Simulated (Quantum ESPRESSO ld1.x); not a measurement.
Species: Tb6+. Configuration: [Xe] 4f3 6s2 (not the ground configuration). Calculated with ld1.x of Quantum ESPRESSO 7.5: Dirac Kohn-Sham, PBEsol, spin-unpolarised, spherical densities, point nucleus; open shells are shared between the two j in proportion to 2j + 1.

Unscreened Slater integrals over Kohn-Sham orbitals (hartree). Large and small components are both included. Empty in this configuration: 5d3/2.

integral,value
"F0(6s1/2,6s1/2)",0.38502
"F0(6s1/2,5p3/2)",0.45871
"G1(6s1/2,5p3/2)",0.045494
"F0(6s1/2,5p1/2)",0.46256
"G1(6s1/2,5p1/2)",0.041707
"F0(6s1/2,4f7/2)",0.50055
"G3(6s1/2,4f7/2)",0.023395
"F0(6s1/2,5d3/2)",0.44347
"G2(6s1/2,5d3/2)",0.084572
"F0(5p3/2,5p3/2)",0.68972
"F2(5p3/2,5p3/2)",0.37492
"F0(5p3/2,5p1/2)",0.70523
"G2(5p3/2,5p1/2)",0.37929
"F0(5p3/2,4f7/2)",0.83616
"F2(5p3/2,4f7/2)",0.28102
"G2(5p3/2,4f7/2)",0.10991
"G4(5p3/2,4f7/2)",0.093922
"F0(5p3/2,5d3/2)",0.63029
"F2(5p3/2,5d3/2)",0.33143
"G1(5p3/2,5d3/2)",0.41169
"G3(5p3/2,5d3/2)",0.25994
"F0(5p1/2,5p1/2)",0.72236
"F0(5p1/2,4f7/2)",0.86870
"G4(5p1/2,4f7/2)",0.10705
"F0(5p1/2,5d3/2)",0.64113
"G1(5p1/2,5d3/2)",0.39811
"F0(4f7/2,4f7/2)",1.3620
"F2(4f7/2,4f7/2)",0.68022
"F4(4f7/2,4f7/2)",0.43400
"F6(4f7/2,4f7/2)",0.31439
"F0(4f7/2,5d3/2)",0.73179
"F2(4f7/2,5d3/2)",0.21182
"G3(4f7/2,5d3/2)",0.071822
"G5(4f7/2,5d3/2)",0.058168
"F0(5d3/2,5d3/2)",0.58619
"F2(5d3/2,5d3/2)",0.31412
